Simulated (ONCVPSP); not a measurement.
Building the ONCV potential for As (Z = 33) (PBE, scalar-relativistic).

Input for ONCVPSP 4.0.1:

```
# ATOM AND REFERENCE CONFIGURATION
# atsym  z   nc   nv     iexc    psfile
  As 33.00    5    3        4      upf
#
#   n    l    f
    1    0    2.00
    2    0    2.00
    2    1    6.00
    3    0    2.00
    3    1    6.00
    3    2   10.00
    4    0    2.00
    4    1    2.00
#
# PSEUDOPOTENTIAL AND OPTIMIZATION
# lmax
    2
#
#   l,   rc,      ep,       ncon, nbas, qcut
    0    1.45    0.00    4    7    5.10
    1    1.05    0.00    5    8    8.10
    2    1.05    0.00    3    8   16.80
#
# LOCAL POTENTIAL
# lloc, lpopt,  rc(5),   dvloc0
    1    5    1.05    0.00
#
# VANDERBILT-KLEINMAN-BYLANDER PROJECTORs
# l, nproj, debl
    0    2    1.60
    1    0    2.50
    2    3    0.40
#
# MODEL CORE CHARGE
# icmod, fcfact, rcfact
    4    0.30    0.00
#
# LOG DERIVATIVE ANALYSIS
# epsh1, epsh2, depsh
   -3.00    5.00    0.02
#
# OUTPUT GRID
# rlmax, drl
    6.00    0.01
#
# TEST CONFIGURATIONS
# ncnf
    4
# nvcnf
#   n    l    f
    3
    3    2   10.00
    4    0    2.00
    4    1    3.00
#
    3
    3    2   10.00
    4    0    2.00
    4    1    1.00
#
    3
    3    2   10.00
    4    0    2.00
    4    1    0.00
#
    3
    3    2    9.00
    4    0    2.00
    4    1    4.00
#
```

Command:

```bash
oncvpsp.x < As.dat > As.out
```

The program printed (shortened: citation, most of the input echo, consistency checks and plot data are left out):

```
[... start of the log left out ...]
 for l=   0

    Fraction of norm inside rc  0.278812
    Optimizing pswf for qcut=   5.09 a_B^-1,  ecut=  12.95 Ha
    Residual kinetic energy error=  1.44D-04 Ha

    Energy error per electron        Cutoff
         Ha          eV             Ha
         0.01000     0.27211        7.35
         0.00100     0.02721       10.35
         0.00010     0.00272       19.12
         0.00001     0.00027       58.00

Calculating optimized projector #   2

 for l=   0

    Fraction of norm inside rc  0.127344
    Optimizing pswf for qcut=   5.09 a_B^-1,  ecut=  12.95 Ha
    Residual kinetic energy error=  1.96D-03 Ha

    Energy error per electron        Cutoff
         Ha          eV             Ha
         0.01000     0.27211        9.90
         0.00100     0.02721       14.20
         0.00010     0.00272       20.93
         0.00001     0.00027       77.11

Calculating optimized projector #   1

 for l=   1

    Fraction of norm inside rc  0.041826
    Optimizing pswf for qcut=   8.10 a_B^-1,  ecut=  32.83 Ha

optimize: ERROR ps0norm > uunorm, code will stop
```

The run stopped because the continuity conditions at rc already need more norm inside rc than the all-electron wave has, so norm conservation cannot be met.

The run took about 0.83 s on one core of a shared server CPU.
